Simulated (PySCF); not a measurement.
SMILES C(C)(C)[SiH2][SiH2]C(OC)=O (GFN2-xTB optimised geometry):

```
23

C      2.259     2.690     0.003
O      1.576     1.439     0.000
C      0.235     1.439     0.000
O     -0.437     2.441     0.000
Si    -0.403    -0.355    -0.104
Si    -0.494    -0.898    -2.359
C     -1.378    -2.583    -2.593
C     -2.836    -2.513    -2.151
C     -0.653    -3.696    -1.842
H      2.905     2.726     0.880
H      2.859     2.757    -0.905
H      1.531     3.502     0.035
H     -1.685    -0.359     0.610
H      0.542    -1.143     0.696
H     -1.210     0.091    -3.181
H      0.846    -1.027    -2.961
H     -1.365    -2.837    -3.659
H     -3.338    -3.464    -2.325
H     -2.905    -2.285    -1.089
H     -3.372    -1.743    -2.702
H     -0.658    -3.502    -0.771
H     -1.140    -4.656    -2.014
H      0.380    -3.778    -2.171
```

Computed with PBE0/def2-SVP run with PySCF.

What are the frontier orbital energies and the dipole moment?

HOMO-2 -8.61 eV, HOMO-1 -8.20 eV, HOMO -7.41 eV, LUMO -0.46 eV, LUMO+1 0.10 eV; dipole moment 1.92 D.

Meta-Löwdin charges at PBE0/def2-SVP: C1 -0.10, O2 -0.34, C3 0.31, O4 -0.43, Si5 0.31, Si6 0.36, C7 -0.25, C8 -0.30, C9 -0.30, H10 0.11, H11 0.11, H12 0.12, H13 -0.07, H14 -0.07, H15 -0.08, H16 -0.08, H17 0.10, H18 0.10, H19 0.09, H20 0.10, H21 0.09, H22 0.10, H23 0.10.
